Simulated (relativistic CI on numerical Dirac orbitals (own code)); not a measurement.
## Fe17+: sensitivity of the levels to the model

Base calculation: Dirac-Coulomb-Breit CI, orbitals from a KLI potential per configuration, model QED, unscaled Slater integrals.

Configurations in the expansion (outside the closed core 1s2): 2s2 2p5, 2s 2p6, 2p6 3s, 2p6 3p, 2s2 2p4 3s, 2p6 3d, 2s2 2p4 3p, 2s2 2p4 3d, 2s 2p5 3s, 2s 2p5 3p, 2s 2p5 3d, 2s2 2p4 4s, 2s2 2p4 4p, 2s2 2p4 4d, 2s2 2p4 4f, 2s 2p5 4s. Levels of other configurations are missing.

Variants: (1) configuration mixing switched off. Shifts of the energy above 2s2 2p5 2P°_3/2, in eV, for the lowest level and the first level of each name with at least 55 % of one term (blank where a level changes its place among those of its configuration and J or its character, or is not in the variant):

```tsv
Level	Base	Δ(1)
2s2 2p5 2P°_3/2	0.000	0.000
2s2 2p5 2P°_1/2	12.703	-0.002
2s 2p6 2S_1/2	133.523	+0.736
2s2 2p4 3s 4P_5/2	770.454	+0.293
2s2 2p4 3s 2P_3/2	773.964	+0.260
2s2 2p4 3s 4P_1/2	780.162	+0.879
2s2 2p4 3s 4P_3/2	782.489	+0.308
2s2 2p4 3s 2P_1/2	785.730	+0.496
2s2 2p4 3s 2D_5/2	792.921	+0.296
2s2 2p4 3s 2D_3/2	793.415	+0.285
2s2 2p4 3p 4P°_3/2	800.904	+0.684
2s2 2p4 3p 4P°_5/2	801.315	+0.582
2s2 2p4 3p 4D°_7/2	805.442	-0.083
2s2 2p4 3p 2D°_5/2	805.615	+0.093
```

At this charge energies of transitions that change n are usually good to better than 1 %, and those within a shell (Δn = 0) to a few per cent.

Ionisation energy from the two ground configurations alone: base 1355.32 eV. The NIST ASD value (semi-empirical) is 1357.8 eV.

LS names give the leading component of a level, which can be under half, so a name can repeat, a term be missing and a line seem to break the LS rules.
